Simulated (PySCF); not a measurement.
Vertical excitations of a molecule C2H6AlFO from TDA-ωB97X/def2-SVPD in PySCF, as energy in eV (oscillator strength): 7.02 (0.014), 7.47 (0.016), 7.47 (0.032), 7.69 (0.099), 8.46 (0.128), 8.67 (0.010), 8.75 (0.026), 9.21 (0.094), 9.37 (0.066), 9.47 (0.532). Lowest triplet (TDA): 6.75 eV. Coordinates come from a B3LYP-D3(BJ)/def2-SVP optimisation. The values are those of a single conformer.

Task: Which molecule gave these data?
A. CC[O][AlH][F]
B. C[O][Al]([CH3])[F]
C. C[CH2][Al]([OH])[F]

Result: A, CC[O][AlH][F]
